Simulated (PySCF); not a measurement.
## Polarisability and C₆ of Fe³⁺ (iron, charge +3)

[Ar] 3d5, high-spin 6S determinant. All numbers are calculated (PySCF 2.14, scalar relativity by spin-free X2C-1e, in ANO-RCC-VTZP (6s5p3d2f1g, 59 functions)). Coupled (time-dependent) response in atomic units; α is the mean over directions. The basis has no added diffuse functions, which lowers α and C₆.

```json
{"method": "B97-3", "mean α (bohr³)": "1.829", "C₆ (like pair)": "4.453", "S(−4)": "1.078"}
```

S(−4) is the Cauchy moment in α(ω) = α(0) + S(−4) ω² + …

α(iu) at B97-3:

```tsv
u (hartree)	α(iu) (bohr³)
0	1.829
0.0500	1.827
0.100	1.819
0.200	1.788
0.300	1.742
0.500	1.620
0.750	1.452
1.00	1.295
1.50	1.032
2.00	0.8277
3.00	0.5481
5.00	0.2792
```

A single London oscillator, α(iu) = α/(1 + u²/ω²), gives C₆ = (3/4) ω α². Matching the computed C₆ needs ω = 4 × 4.453 / (3 × 1.829²) = 1.77 hartree.

For an ion, C₆ is the dispersion term alone; charge-induced terms of lower order in 1/R come first.
